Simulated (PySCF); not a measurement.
A structure optimised at PBE-D3(BJ)/def2-TZVP, used in a PySCF frequency run:

```
Be
Cl 1 1.8087
Cl 1 1.8087 2 180.00
```
Charge 0, spin multiplicity 1.

Task: Write its SMILES, formula and point group.

Result: [Cl][Be][Cl], BeCl2, D∞h

Task: What are its rotational constants (standard atomic weights)?

Result: 2.1789 GHz (linear rotor, B only)
